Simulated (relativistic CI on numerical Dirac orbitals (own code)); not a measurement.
# What each ingredient does to the levels of Zr8+

Base calculation: Dirac-Coulomb-Breit CI, separate exchange-only KLI orbitals for each configuration, a model potential for QED, unscaled Slater integrals.

CI space (outside the closed core [Ar] 3d10): 4s2 4p2, 4s 4p3, 4p4, 4s2 4p 4d, 4s 4p2 4d, 4s2 4p 4f, 4s 4p2 4f, 4s2 4p 5s, 4p3 4d, 4s2 4p 5p, 4s 4p 4d2, 4s2 4d 5p, 4s2 4d 4f, 4p3 5s, 4s2 4p 5d, 4s 4p2 5s, 4p3 5p, 4p3 4f, 4s 4p 4d 5s, 4s 4p2 5p, 4s2 4p 6s, 4s2 5s 5p, 4s2 4f 5s, 4s2 4p 6p, 4s2 4p 5f, 4s2 4p 5g, 4s2 4d2, 4s 4d3, 4s 4d2 4f, 4p2 4d2, 4p 4d3, 4p 4d2 4f, 4p 4d2 5s, 4s2 4f2, 4s 4d 4f2, 4s 4f3, 4s2 4d 5s, 4s 4d2 5s, 4s 4d 4f 5s, 4p2 4f2, 4p 4d 4f2, 4p 4f3, 4p 4f2 5s, 4s2 5s2, 4s 4d 5s2, 4s 4f 5s2, 4s 4p 4d 5p, 4s 4d2 5p, 4p 4d2 5p, 4s 4d 4f 5p, 4p 4d 4f 5p, 4s 4d 5s 5p, 4s 4p 4d 4f, 4s2 5p2, 4s 4d 5p2, 4s 4f 5p2, 4s2 4f 5p, 4s 4f2 5p. Double excitations out of closed p, d and f shells are left out; levels of such configurations are missing from the list, as are those of other unlisted configurations, and high levels can miss mixing partners. These lack a partner that the ground configuration has and come out too high: 4s2 4p 5d, 4s2 4p 6s, 4s2 4p 6p, 4s2 4p 5f, 4s2 4p 5g.

The lowest level and the first level of each name with at least 55 % of one term (blank where a level has no safe partner in the second run):

| Level | Base (cm⁻¹) | Shift (cm⁻¹) |
| --- | --- | --- |
| 4s2 4p2 3P_0 | 0 | 0 |
| 4s2 4p2 3P_1 | 10891 | -101 |
| 4s2 4p2 3P_2 | 18731 | +494 |
| 4s2 4p2 1D_2 | 40040 | +2303 |
| 4s2 4p2 1S_0 | 68339 | +5896 |
| 4s 4p3 5S°_2 | 158196 | -12994 |
| 4s 4p3 3D°_1 | 206475 | +6587 |
| 4s 4p3 3D°_2 | 206802 | +6121 |
| 4s 4p3 3D°_3 | 210850 | +6688 |
| 4s 4p3 3P°_0 | 236079 | +2052 |
| 4s 4p3 3P°_1 | 237443 | +2731 |
| 4s 4p3 3P°_2 | 239034 | +4177 |
| 4s 4p3 1D°_2 | 266240 | +30264 |
| 4s 4p3 3S°_1 | 292311 | +5552 |
| 4s 4p3 1P°_1 | 313047 | +9728 |
| 4s2 4p 4d 3F°_2 | 317449 | -3555 |
| 4s2 4p 4d 3F°_3 | 324502 | -1607 |
| 4s2 4p 4d 3F°_4 | 335319 | -1186 |
| 4s2 4p 4d 3P°_0 | 367353 | -6779 |
| 4s2 4p 4d 3D°_3 | 373557 | -8920 |
| 4s2 4p 4d 3D°_2 | 373924 | -9315 |
| 4s2 4p 4d 1F°_3 | 402662 | +5976 |

At this charge configurations can still be misplaced by up to about 7 % of their energy.

Q: One thing was changed in a second run, which moved the levels as shown. Which?
A. Breit term removed
B. configuration mixing switched off
C. QED terms removed
D. one mean potential for all configurations

A: B. Configuration mixing switched off. Without mixing, levels that were pushed by configurations of the same parity and J return to their single-configuration places.

LS names give the leading component of a level, which can be under half, so a name can repeat, a term be missing and a line seem to break the LS rules.
